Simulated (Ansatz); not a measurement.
Program: Ansatz. Geometries: PBE0-D4/def2-TZVP. ΔE: electronic, gas phase. CCSD(T)/CBS is the MP2 limit (def2-TZVPP, def2-QZVPP) plus CCSD(T) − MP2 in def2-TZVPP, frozen cores. This one scheme is used for every species. Functionals use def2-TZVPP. B3LYP here is the variant with VWN-RPA as its local correlation; programs differ in this. HSE06 is defined as in plane-wave codes. One conformer a species, not always the lowest.

Reaction (ligand exchange at the Al–C bond): `FC1(F)O[CH]1[AlH2]` + `NCS` → `[AlH2][NH]CS` + `FC1(F)CO1`

`FC1(F)O[CH]1[AlH2]`:

Cartesian coordinates in Å:
```
F 0.860 1.390 -1.066
C -0.353 0.820 -0.966
F -1.252 1.715 -1.372
O -0.470 -0.423 -1.438
C -0.631 -0.179 0.048
Al 0.821 -0.863 1.194
H -1.684 -0.223 0.327
H 2.019 -1.641 0.526
H 0.690 -0.597 2.748
```

`NCS`:

```xyz
8

N     1.105    0.219   -0.162
C    -0.259    0.311    0.302
S    -1.467    0.069   -1.024
H     1.750    0.432    0.590
H     1.312   -0.715   -0.493
H    -0.439    1.328    0.658
H    -0.530   -0.371    1.117
H    -1.473   -1.273   -0.988
```

`[AlH2][NH]CS`:

Z-matrix (Å, degrees):
```
C
N 1 1.428
S 1 1.836 2 116.2
H 1 1.092 2 112.3 3 -123.9
H 1 1.092 2 110.0 3 116.7
Al 2 1.777 1 127.4 3 -98.9
H 2 1.010 1 112.1 3 74.0
H 3 1.343 1 96.5 2 -71.2
H 6 1.582 2 116.7 1 -6.1
H 6 1.581 2 117.4 1 175.9
```

`FC1(F)CO1`:

```xyz
7

F     0.663    1.244    1.079
C    -0.002    0.648    0.092
F    -1.018    1.430   -0.264
C    -0.044   -0.786   -0.054
O     0.736    0.119   -0.905
H    -0.890   -1.248   -0.551
H     0.555   -1.408    0.603
```

Task: Is it downhill or uphill in electronic energy at CCSD(T)/CBS, and by how much? (Best estimate.)

Result: Ansatz gave: Downhill: ΔE = -25.4 kcal/mol.

Task: What do these levels give: B3LYP-D4, r2SCANh-D4, r2SCAN0-D4, HSE06-D4, BHLYP-D4, PBE-QIDH, r2SCANh, r2SCAN0, HF/def2-SVP, CCSD(T)/def2-SVP, SCS-MP2/def2-QZVPP, MP2/CBS(def2)? (Best estimate.)

Result: Computed: B3LYP-D4 -26.4, r2SCANh-D4 -26.3, r2SCAN0-D4 -26.4, HSE06-D4 -25.4, BHLYP-D4 -26.8, PBE-QIDH -26.0, r2SCANh -26.2, r2SCAN0 -26.3, HF/def2-SVP -27.1, CCSD(T)/def2-SVP -27.1, SCS-MP2/def2-QZVPP -26.2, MP2/CBS(def2) -26.1 kcal/mol.

Largest T1 diagnostic among the species: 0.013.

From BLYP to BHLYP (50 % exact exchange), in def2-TZVPP and without D4, ΔE moves by −0.8 kcal/mol. At CCSD(T), def2-SVP lies −1.7 kcal/mol from the extrapolated value and def2-TZVPP −0.6 kcal/mol.
